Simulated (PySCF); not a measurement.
Al(Me)2 (C2H6Al), SMILES [Al]([CH3])[CH3], multiplicity 2. Atoms are numbered in the order given.

```xyz
9

Al     0.0000     0.0000    -0.6456
C      1.6861     0.0000     0.3895
H      2.5894     0.0000    -0.2208
H      1.7134     0.8814     1.0402
H      1.7134    -0.8814     1.0402
C     -1.6861     0.0000     0.3895
H     -1.7134    -0.8814     1.0402
H     -1.7134     0.8814     1.0402
H     -2.5894     0.0000    -0.2208
```
Charge 0, spin multiplicity 2.

Geometry optimised at B3LYP-D3(BJ)/def2-TZVP. The spin state was assumed, not searched. The isomer is the one that the SMILES or the coordinates give; other isomers of the formula were not compared.

The numbers are results of PySCF with C-PCM-ωB97X/def2-SVP, not measurements.

The values are the electrostatic part of the solvation free energy, E(continuum) − E(gas) at the gas-phase geometry, in a cavity of scaled van der Waals radii (PySCF's table); cavitation and dispersion terms are not included. A continuum can't describe solvent molecules that bind to the metal. The dipole moment in vacuum is 0.42 D.

```
solvent         ε  ΔG(elec) (kcal/mol)  dipole (D)
----------  -----  -------------------  ----------
water       78.36                 -2.1        0.44
chloroform   4.71                 -1.6        0.43
n-hexane     1.88                 -0.9        0.43
```
